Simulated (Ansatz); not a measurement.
Cl₃ISn (`[Cl][Sn]([Cl])([Cl])[I]`), 5 atoms. Charge 0, multiplicity 1. Correlated methods include outer-core shells of I, Sn, which these sets cover unevenly. Sn, I takes the def2 core potential. All runs use 4 threads of an Arm Neoverse V1 on a shared host. Correlated methods freeze the cores.

**Question.** Give the basis size and wall time and peak host memory of each of these runs in Ansatz. RKS PBE0-D4/def2-TZVP relaxation (5 steps); direct RPA on PBE orbitals/def2-TZVPP energy; RKS LC-ωPBE/def2-TZVPP energy; RKS PBE0-D4/def2-TZVP frequencies; RKS ωB97M-V/def2-QZVPP energy; RHF-CCSD(T)/def2-SVP energy; RKS PBE0-D4/def2-QZVPP energy; RHF-MP2/def2-QZVPP energy; RKS HSE06 (plane-wave form)-D4/def2-TZVPP energy; RKS PBE0-D4/def2-SVP energy; RKS ωB97M-V/def2-SVP energy; RHF-CCSD(T)/def2-TZVPP energy. (Estimate.)

**Answer.** Computed: Other jobs shared the machine, so times are rough.

```csv
level,job,functions,wall time,peak host memory (GiB)
RKS PBE0-D4/def2-SVP,energy,106,1.6 s,0.44
RKS LC-ωPBE/def2-TZVPP,energy,226,3.1 s,0.51
RHF-CCSD(T)/def2-SVP,energy,106,3.7 s,0.44
RKS HSE06 (plane-wave form)-D4/def2-TZVPP,energy,226,4.8 s,1
direct RPA on PBE orbitals/def2-TZVPP,energy,226,7 s,0.63
RKS ωB97M-V/def2-SVP,energy,106,7.5 s,0.44
RKS PBE0-D4/def2-QZVPP,energy,374,11 s,1.8
RHF-MP2/def2-QZVPP,energy,374,16 s,1.7
RKS ωB97M-V/def2-QZVPP,energy,374,24 s,2.1
RKS PBE0-D4/def2-TZVP,relaxation (5 steps),211,33 s,0.81
RHF-CCSD(T)/def2-TZVPP,energy,226,81 s,2.9
RKS PBE0-D4/def2-TZVP,frequencies,211,84 s,0.82
```

LC-ωPBE has ω = 0.4 bohr⁻¹.
